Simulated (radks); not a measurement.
Values are calculated unless marked as measured or tabulated.
Neutral hafnium, configuration [Xe] 4f14 5d2 6s2 (the NIST ground configuration). Level of theory: scalar-relativistic Kohn-Sham, PBE, spin-unpolarised, spherical densities, point nucleus; hard spherical wall at 7 bohr (a radial shooting solver on a logarithmic mesh with Libxc functionals).

Normalised radial functions P(r) = r R(r), r in bohr:

```
   r/bohr * 5s (the largest magnitude, 1.01, reaches the edge; | marks zero)
 0.002606                             |  *
 0.004014                             |   *
 0.006232                             |    *
 0.009676                             |    *
  0.01502                             |  *
  0.02333                             *
  0.03622                        *    |
  0.05624                      *      |
  0.08663                            *|
   0.1345                             |         *
   0.2089                             |    *
   0.3243               *             |
   0.5035                       *     |
   0.7819                             |                      *
    1.214                             |                          *
     1.87                             |          *
    2.903                             |*
    4.508                             *
        7                             *
```

5s: eigenvalue -66.003 eV, 4 radial nodes at r = 0.0227, 0.0904, 0.235, 0.554 bohr, <r> = 1.14 bohr, 90 % of the charge inside 1.64 bohr.
